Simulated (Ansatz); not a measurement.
Reaction (redistribution): `OB(O)BS` + `[SH][SbH2]` → `SBS` + `O[B](O)[SbH2]`

Isolated molecules relaxed with PBE0-D4/def2-TZVP in Ansatz; ΔE leaves out vibrations. CBS: MP2 limit from def2 TZ/QZ plus the TZ coupled-cluster correction, frozen cores. Functionals use def2-TZVPP. HSE06 is defined as in plane-wave codes. def2 core potentials past Kr. For Sb outer-core shells are correlated without core-valence functions, which leaves a few kJ/mol of doubt a bond. One conformer a species, not always the lowest.

(1) Is it downhill or uphill in electronic energy at CCSD(T)/CBS, and by how much? (Estimate.)

(2) What do these levels give: r2SCAN0-D4, HSE06-D4, HF/def2-SVP, CCSD/def2-SVP, MP2/def2-QZVPP, CCSD/CBS(def2)? (An estimate is asked.)

Largest T1 diagnostic among the species: 0.015.

## Answers

(1) Ansatz gave: Downhill: ΔE = -7.9 kcal/mol.

(2) Computed: r2SCAN0-D4 -8.7, HSE06-D4 -8.3, HF/def2-SVP -8.3, CCSD/def2-SVP -10.5, MP2/def2-QZVPP -9.9, CCSD/CBS(def2) -7.6 kcal/mol.

Leaving LDA and LC-ωPBE aside and taking each functional with its dispersion term where it has one, the values, not all of them listed here, spread over 2.8 kcal/mol, from PBE-QIDH to B97M-V. LDA lies −1.6 kcal/mol from PBE without D4. In def2-TZVPP, CCSD(T) changes the Hartree–Fock value by −2.3 kcal/mol (the triples alone add −0.3 kcal/mol) and MP2 by −4.0 kcal/mol.
